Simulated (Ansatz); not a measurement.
Calculated with Ansatz (gas phase, PBE0-D4/def2-TZVP geometries, no zero-point term in ΔE). CCSD(T)/CBS is the MP2 limit (def2-TZVPP, def2-QZVPP) plus CCSD(T) − MP2 in def2-TZVPP, frozen cores. Functionals use def2-TZVPP. B3LYP here is the variant with VWN-RPA as its local correlation; programs differ in this. For Ge outer-core shells are correlated without core-valence functions, which leaves a few kJ/mol of doubt a bond. Scalar relativity is left out up to krypton. Each species was taken in one conformer, which may not be the lowest.

`[CH3][Ge]([CH3])([OH])[F]` + `NBCN` → `CNBCN` + `[CH3][GeH]([OH])[F]`  (substitution at a C–Ge bond)

(1) Is it downhill or uphill in electronic energy at CCSD(T)/CBS, and by how much? (Best estimate.)

(2) What do these levels give: PBE-D4, PBE0-D4, B3LYP-D4, ωB97M-V, HF/def2-TZVPP, SCS-MP2/def2-QZVPP? (Estimate.)

Largest T1 diagnostic among the species: 0.011.

Results:

(1) Ansatz gave: Uphill: ΔE = +77.3 kJ/mol.

(2) The calculation gave: PBE-D4 71.0, PBE0-D4 73.1, B3LYP-D4 71.8, ωB97M-V 75.8, HF/def2-TZVPP 68.9, SCS-MP2/def2-QZVPP 75.6 kJ/mol.

In def2-TZVPP, CCSD(T) changes the Hartree–Fock value by +7.7 kJ/mol (the triples alone add +0.3 kJ/mol) and MP2 by +12.2 kJ/mol.
